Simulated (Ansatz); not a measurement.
Input file for Ansatz (a program for electronic structure): R-PBE0/def2-TZVPPD on H2 (SMILES [H][H]) with ghost functions, monomers drawn apart or pushed together. Files ending in .json are basis or fitting sets from the Basis Set Exchange.

Ansatz 0.2 input:
```yaml
crystal:
  periodic: [false, false, false]
  atoms:
    - {symbol: H, position_ang: [-0.26028687, 0.25306931, 4.60823125]}
    - {symbol: H, position_ang: [0.33377190, -0.19332410, 4.64267718]}
basis:
  gaussian:
    orbitals: def2-TZVPPD.json
    ghost_atoms:
      - {symbol: F, position_ang: [-0.70530000, 1.00706946, 0.34583593]}
      - {symbol: C, position_ang: [-0.00977418, -0.00812218, -0.14827193]}
      - {symbol: F, position_ang: [-0.01404889, 0.05740400, -1.47300573]}
      - {symbol: F, position_ang: [1.23901705, 0.05469303, 0.29271550]}
      - {symbol: F, position_ang: [-0.55898065, -1.15088893, 0.23904282]}
hamiltonian:
  xc: {name: PBE0}
scf: {lower_state_search: off}
```

The head of its log:

```
WARN ansatz: RAYON_NUM_THREADS=1 ignored (pool sized by the plan → 1); use --threads N
Functional definition: PBE0
these checks for a lower state are left out or cut short: stability, starts, cluster_reference, orbital_swaps, neighbouring_geometries, increment
integrals: 0.12 GiB planned
1042 factors; their error is unknown
mean field: 1.04 GiB planned
mean field evaluation 1: about -31.7089 eV, gradient 5.4e0 eV
mean field evaluation 2: about -31.7975 eV, gradient 8.1e-1 eV
```

### Question
What total energy does the run end on?

### Answer
-1.1685 hartree.
